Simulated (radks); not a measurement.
Q: Ionisation of the tin ion Sn+, [Kr] 4d10 5s2 5p1, to [Kr] 4d10 5s2 as the strength of local exchange is varied. All-electron calculation, scalar-relativistic Kohn-Sham, Slater X-alpha exchange (alpha = 2/3 is LDA exchange), no correlation, spin-polarised, spherical densities, finite nucleus; open shells are filled with parallel spins first (spin-orbit coupling, left out, can overturn this in heavy ions); Fermi nuclear charge, rms radius 4.6519 fm. Program: a radial shooting solver on a logarithmic mesh with Libxc functionals.

alpha  E(Sn+) (hartree)  exchange (hartree)  IE (eV)  -e of the level emptied (eV)  <r> of it (bohr)
0.667       -6166.80237          -154.46215   13.424                    9.916 (5p)             2.931
0.709       -6176.55817          -164.43976   13.798                   10.281 (5p)             2.896
0.757       -6187.72594          -175.87907   14.232                   10.704 (5p)             2.857
0.777       -6192.38493          -180.65687   14.414                   10.883 (5p)             2.841
0.845       -6208.25081          -196.95163   15.043                   11.502 (5p)             2.789
0.927       -6227.43519          -216.70438   15.818                   12.268 (5p)             2.729
?           -6161.46624          -149.01079   13.222                    9.719 (5p)             2.951

Which alpha was used in the last row?

A: alpha = 0.644. NIST Atomic Spectra Database: 14.633 eV (measured). The Delta-SCF value meets it near alpha = 0.80. Open shells are spherical and high-spin; term and fine-structure splittings are not resolved. Spin-orbit splitting is averaged out at the scalar-relativistic level.
